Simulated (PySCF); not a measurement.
# Bond curve of CI⁺

Set-up: basis C aug-cc-pVDZ, I aug-cc-pVDZ-PP with ECP28; scalar-relativistic core potentials; PySCF 2.14. Energies in eV from C + I⁺ in their ground configurations at the same level. State: ¹Σ⁺ (singlet), closed shell.

Curves on a restricted Hartree–Fock reference rise too fast on stretching and do not dissociate correctly.

```tsv
R (Å)	RHF-MP2
1.651	-3.026
1.728	-3.925
1.805	-4.410
1.862	-4.574
1.920	-4.605
1.978	-4.533
2.054	-4.311
2.150	-3.881
2.266	-3.206
2.419	-2.173
```

Question: Put a parabola through the three lowest points of the RHF-MP2 curve and estimate Re, k and ωe (reduced mass 10.96 u; 1 eV/Å² = 0.16022 mdyn/Å; ωe = 1302.8·√(k/μ) cm⁻¹).

Answer: Through R = 1.862, 1.92, 1.978 Å the second-order coefficient is 15.3 eV/Å², so Re ≈ 1.908 Å, k ≈ 4.91 mdyn/Å and ωe ≈ 872 cm⁻¹. A polynomial fit of higher order to the unrounded RHF-MP2 energies gives Re = 1.907 Å, k = 5.26 mdyn/Å, ωe = 903 cm⁻¹; anharmonicity and rounding make the difference.

The higher-order fit for each curve: RHF-MP2: Re = 1.907 Å, ωe = 903 cm⁻¹, De = 4.61 eV.

Correlated steps freeze 5 core orbitals. Correlated levels converge slowly with the basis: in double zeta they bind strong bonds too weakly, by up to about 1 eV, and carry superposition errors of some tenths. Spin–orbit coupling is left out, which matters for elements this heavy, above all for dissociation energies. For an ion De counts to the pair picked by the measured ionisation energies or electron affinities, which need not be the lowest pair at this level. Where the molecule has an RHF reference, its open-shell atoms are computed with UHF.
